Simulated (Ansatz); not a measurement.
Isolated molecules relaxed with PBE0-D4/def2-TZVP in Ansatz; ΔE leaves out vibrations. CCSD(T)/CBS adds triple-zeta CCSD(T) − MP2 to the extrapolated MP2 energy (def2 sets, frozen cores). This one scheme is used for every species. One conformer a species, not always the lowest.

Reaction (formal exchange of groups at the Al–C bond): `C#[C][AlH][OH]` + `CCC` → `C[CH](C)[AlH][OH]` + `C#C`

```tsv
species	CCSD(T)/CBS(def2) energy (Eh)
`C#[C][AlH][OH]`	-395.10198
`CCC`	-118.98051
`C[CH](C)[AlH][OH]`	-436.82132
`C#C`	-77.22717
```

Q: Work out ΔE.

A: ΔE = (-436.82132) + (-77.22717) − (-395.10198) − (-118.98051) = 0.03400 Eh = +0.93 eV.

Largest T1 diagnostic among the species: 0.014.

From BLYP to BHLYP (50 % exact exchange), in def2-TZVPP and without D4, ΔE moves by +0.05 eV. Leaving LDA and LC-ωPBE aside and taking each functional with its dispersion term where it has one, the values, not all of them listed here, spread over 0.14 eV, from PBE-D4 to B97M-V. LDA lies −0.10 eV from PBE without D4. The D4 term adds −0.06 eV with B3LYP and −0.04 eV with PBE0; it sums over pairs of atoms, weighted by their polarisabilities, and B3LYP, whose exchange is more repulsive, gets the larger term.

B3LYP here is the variant with VWN-RPA as its local correlation; programs differ in this.
